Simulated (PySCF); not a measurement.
CH₅NO₂Si.
SMILES with atom numbers: `[O:1]=[CH:2][NH:3][SiH2:4][OH:5]`

A calculation gives these core lines: C 1s: 294.48 eV; N 1s: 406.02 eV; O 1s: 537.87 (area 1), 538.23 (area 1) eV; Si 1s: 1848.16 eV; Si 2p3/2: 108.15 eV.

Method used: PySCF, delta-SCF UKS SCAN, pcX-2 on the ionised atom, pcseg-1 elsewhere, spin-free X2C. The structure is a single PBE0-D3(BJ)/def2-SVP conformer in the gas phase; no vibrational or solvent corrections.

Problem. Which oxygen gives which O 1s line?

Solution. 537.87 eV: O1 (amide oxygen); 538.23 eV: O5 (silanol oxygen). Lowest listed O 1s: O1, bonded to C (double bond). Highest, 0.36 eV above it: O5, bonded to H and Si. Summing the Pauling electronegativity differences to the bonded atoms, each weighted by its formal bond order, gives -1.78 for the lowest site and -2.78 for the highest; the largest sum, -1.78, belongs to O1, 0.36 eV below the top. The smallest sum, -2.78, belongs to O5, 0.36 eV above the lowest.

Bonded neighbours of each site: O1: C (double bond); C2: O (double bond), N and H; N3: C, H and Si; Si4: O, N and 2 H; O5: H and Si.

Problem. What is the longest wavelength that can ionise O 1s of O1 vertically?

Solution. λ = hc/E = 12398.42 eV Å / 537.87 eV = 23.051 Å.

Spin–orbit and ligand-field terms were added within each 2p shell after the spin-free SCF. 2p1/2 minus 2p3/2 (ligand field included): Si 0.63 eV.

Conformer computed: `[O:1]=[CH:2][NH:3][SiH2:4][OH:5]`: O1–C2–N3–Si4 0°, C2–N3–Si4–O5 -1°, H–O5–Si4–N3 1°.
